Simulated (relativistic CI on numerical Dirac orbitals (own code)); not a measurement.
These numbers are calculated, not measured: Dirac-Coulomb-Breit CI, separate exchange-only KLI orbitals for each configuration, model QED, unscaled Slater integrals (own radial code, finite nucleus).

Configurations in the expansion (outside the closed core [Ar] 3d10): 4s2.4p2, 4s.4p3, 4s2.4p.4d, 4p4, 4s.4p2.4d, 4s2.4p.4f, 4s.4p2.4f, 4p3.4d, 4s.4p.4d2, 4s2.4d.4f, 4p3.4f, 4s2.4p.5s, 4p2.4d.4f, 4p3.5s, 4s2.4p.5p, 4s.4p.4f2, 4s.4p.4d.5s, 4s.4p2.5s, 4s2.4f.5s, 4s2.4p.5d, 4s.4p2.5p, 4s2.4p.5f, 4s2.4p.5g, 4s.4p2.5d, 4s2.4p.6s, 4p2.4f.5s, 4s.4p2.5f, 4s2.4d2, 4s.4d3, 4s.4d2.4f, 4p2.4d2, 4p.4d3, 4p.4d2.4f, 4p.4d2.5s, 4s2.4f2, 4s.4d.4f2, 4s.4f3, 4p2.4f2, 4p.4d.4f2, 4p.4f3, 4p.4f2.5s, 4s.4p.4d.4f, 4s.4d.4f.5s, 4s2.4d.5s, 4s.4d2.5s, 4p2.4d.5s, 4p.4d.4f.5s, 4p.4d.5s2, 4s.4p.4f.5s, 4s.4f2.5s, 4s.4f.5s2, 4s2.5s2, 4s.4d.5s2. Double excitations out of closed p, d and f shells are left out; levels of such configurations are missing from the list, as are those of other unlisted configurations, and high levels can miss mixing partners. These lack a partner that the ground configuration has and come out too high: 4s.4p2.5p, 4s.4p2.5d, 4s.4p2.5f, 4s2.4p.5p, 4s2.4p.5d.

At this charge energies of transitions that change n are usually good to better than 1 %, and those within a shell (Δn = 0) to a few per cent.

Outline of the computed level scheme of Ce XXVII. Lowest level of each configuration: 4s2.4p2 3P_0 at 0.000 eV; 4s.4p3 5S°_2 at 79.275 eV; 4s2.4p.4d 3F°_2 at 123.951 eV; 4p4 3P_2 at 173.377 eV; 4s.4p2.4d 5F_1 at 178.127 eV.

Some strong electric-dipole decays among the lowest 45 levels: 4s2.4p.4d 3D°_1 → 4s2.4p2 3P_0 (4.3e+11 s⁻¹); 4s2.4p.4d 3D°_3 → 4s2.4p2 1D_2 (4.0e+11 s⁻¹); 4s2.4p.4d 1F°_3 → 4s2.4p2 3P_2 (3.7e+11 s⁻¹); 4s2.4p.4d 3P°_0 → 4s2.4p2 3P_1 (3.5e+11 s⁻¹); 4s.4p2.4d 5P_2 → 4s.4p3 5S°_2 (3.3e+11 s⁻¹); 4s2.4p.4d 1P°_1 → 4s2.4p2 1S_0 (3.2e+11 s⁻¹); 4s2.4p.4d 3P°_2 → 4s2.4p2 3P_2 (2.7e+11 s⁻¹); 4s2.4p.4d 3D°_2 → 4s2.4p2 1D_2 (2.1e+11 s⁻¹).

LS names give the leading component of a level, which can be under half, so a name can repeat, a term be missing and a line seem to break the LS rules.
